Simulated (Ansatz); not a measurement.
Basis-set extrapolation for `N=[C](N)[AlH][F]` (PBE0-D4/def2-TZVP geometry, frozen core, the Gaussian-basis code of Ansatz). Multiplicity 1, RHF reference.

```csv
,def2-TZVPP,def2-QZVPP
HF,-490.629645,-490.649113
MP2 correlation,-0.898433,-0.969107
CCSD(T) correlation,-0.955659,not run
```

Energies in hartree. Use E(X) = E(∞) + A·exp(−7.88·√X) for Hartree–Fock and E(X) = E(∞) + B·X^(−2.97) for correlation, with X = 3 and 4, and add CCSD(T) minus MP2 of the smaller set to the MP2 limit.

Problem. What is the CCSD(T) energy at the basis-set limit?

Solution. HF limit: -490.649113 + (-0.019468) × 0.13774 = -490.65179. MP2 limit: -0.969107 + (-0.070674) × 0.74074 = -1.02146. Higher-order term: -0.955659 − (-0.898433) = -0.05723. Total: -491.73048 hartree, 3.95 eV below CCSD(T)/def2-TZVPP.
